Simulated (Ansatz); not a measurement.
Calculated with Ansatz (gas phase, PBE0-D4/def2-TZVP geometries, no zero-point term in ΔE). CCSD(T)/CBS adds triple-zeta CCSD(T) − MP2 to the extrapolated MP2 energy (def2 sets, frozen cores). DFT in def2-TZVPP. For As outer-core shells are correlated without core-valence functions, which leaves a few kJ/mol of doubt a bond. Scalar relativity is left out up to krypton. One conformer a species, not always the lowest.

`B[Si](O)(F)OC` + `C[AsH]C` → `CC[AsH]C` + `B[Si](O)(O)F`  (formal exchange of groups at a C–O bond)

| species | PBE0 energy (Eh) |
| --- | --- |
| `B[Si](O)(F)OC` | -606.15230 |
| `C[AsH]C` | -2315.95271 |
| `CC[AsH]C` | -2355.22963 |
| `B[Si](O)(O)F` | -566.89425 |

(1) Work out ΔE.

Largest T1 diagnostic among the species: 0.012.

## Answers

(1) ΔE = (-2355.22963) + (-566.89425) − (-606.15230) − (-2315.95271) = -0.01887 Eh = -0.51 eV. CCSD(T)/CBS gives -0.55 eV.

In def2-TZVPP, CCSD(T) changes the Hartree–Fock value by −0.12 eV (the triples alone add −0.01 eV) and MP2 by −0.19 eV.
